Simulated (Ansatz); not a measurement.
Reactions of `N[SiH2]C#C[SiH](N)O`.

Program: Ansatz. Geometries: PBE0-D4/def2-TZVP. ΔE: electronic, gas phase. CCSD(T)/CBS is the MP2 limit (def2-TZVPP, def2-QZVPP) plus CCSD(T) − MP2 in def2-TZVPP, frozen cores. This one scheme is used for every species, atoms too. Open shells (•) are unrestricted, without spin–orbit coupling. Spin–orbit coupling would lower the free atoms: a little for C, O, Si. For Br outer-core shells are correlated without core-valence functions, so the limit isn't a true one: a few kJ/mol of doubt a bond, and 10 to 20 or more in all where bonds break to atoms. Scalar relativity is left out up to krypton. One conformer a species, not always the lowest.

Order these by ΔE at CCSD(T)/CBS, lowest first. (Estimate.)
A. `N[SiH2]C#C[SiH](N)O` + HBr → `N[SiH](O)Br` + `C#C[SiH2]N`
B. `N[SiH2]C#C[SiH](N)O` → 2 C• + 8 H• + 2 N• + O• + 2 Si•
C. `N[SiH2]C#C[SiH](N)O` → `C#C[SiH2]N` + `N[Si]O`
D. `N[SiH2]C#C[SiH](N)O` + `[SiH3]S` → `N[SiH](O)S[SiH3]` + `C#C[SiH2]N`
E. `N[SiH2]C#C[SiH](N)O` + `N[SiH2]S` → `N[SiH2]S[SiH](N)O` + `C#C[SiH2]N`
F. `N[SiH2]C#C[SiH](N)O` + `N[SiH](O)O` → `N[Si@H](O)O[Si@@H](N)O` + `C#C[SiH2]N`

F (-0.99 eV), A (-0.66 eV), E (-0.48 eV), D (-0.32 eV), C (+1.86 eV), B (+59.86 eV).

Largest T1 diagnostic: 0.014, for `N[Si]O`.
